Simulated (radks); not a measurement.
Valence configurations of neutral scandium (all share [Ar]). Method: scalar-relativistic Kohn-Sham, BLYP, spin-polarised, spherical densities, point nucleus; open shells are filled with parallel spins first; computed with a radial shooting solver on a logarithmic mesh with Libxc functionals. Energies are relative to 3d1 4s2; eigenvalues in eV for spin up.

| valence | E (eV) | moment (Bohr magnetons) | e(3d) | e(4p) | e(4s) |
|---|---|---|---|---|---|
| 3d1 4s2 | 0.000 | 1 | -3.354 | - | -4.128 |
| 3d2 4s1 | 0.997 | 3 | -1.535 | - | -3.754 |
| 3d1.5 4s1.5 | 0.416 | 2 | -2.259 | - | -3.891 |
| 3d1 4s1.5 4p0.5 | 1.204 | 2 | -3.971 | -1.763 | -4.659 |
| 3d3 | 3.472 | 3 | -0.926 | - | - |
| 3d0.5 4s2 4p0.5 | 1.374 | 1 | -5.462 | -1.918 | -4.990 |
| 4s2 4p1 | 3.584 | 1 | - | -2.474 | -5.849 |
| 3d2 4p1 | 3.587 | 3 | -2.448 | -1.749 | - |
| 3d1 4s1 4p1 | 2.228 | 3 | -4.483 | -2.110 | -5.115 |

NIST lists [Ar] 3d1 4s2 as the ground configuration; this level of theory agrees among the configurations tried. The energies are those of spherical high-spin densities, not of single terms.
